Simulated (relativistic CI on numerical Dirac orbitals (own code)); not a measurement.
Ligand-field terms of d4

Computed with a parametric ligand-field model of a d^n configuration (Racah B and C, spin-orbit zeta, crystal field), exact diagonalisation.

Field parameters in Wybourne normalisation: Oh B⁴₀ = 21Dq, B⁴₄ = √(5/14) B⁴₀. The field is a parameter set, without covalency, and values of 10Dq over about 45,000 cm⁻¹ lie beyond real compounds.

B = 1050 cm⁻¹, C = 3900 cm⁻¹ (C/B = 3.71), Oh, no spin-orbit coupling. Tanabe-Sugano data, E/B above the lowest term (Δ = |10Dq|; b, c mark the second and third term of a kind):

```csv
Δ/B,5E,5T2,3T1,3E,3T2,1T2,1E,1A1
1.0,0.00,1.00,18.74,19.03,19.63,28.15,28.07,29.10
5.0,0.00,5.00,16.29,19.44,21.00,25.92,26.31,29.31
9.0,0.00,9.00,12.95,19.63,21.38,22.87,23.79,28.21
13.0,0.00,13.00,9.36,19.74,21.57,19.55,20.80,26.59
17.0,0.00,17.00,5.65,19.80,21.69,16.08,17.50,24.62
21.0,0.00,21.00,1.87,19.85,21.76,12.51,14.01,22.36
25.0,1.96,26.96,0.00,21.84,23.78,10.83,12.35,21.80
29.0,5.82,34.82,0.00,25.72,27.68,11.00,12.51,22.92
33.0,9.70,42.70,0.00,29.63,31.60,11.14,12.63,23.89
37.0,13.60,50.60,0.00,33.54,35.53,11.27,12.73,24.71
41.0,17.52,58.52,0.00,37.47,39.47,11.39,12.80,25.43
45.0,21.44,66.44,0.00,41.41,43.41,11.49,12.87,26.05
```

The ground term changes from 5E to 3T1 between Δ/B = 21.0 and 25.0.
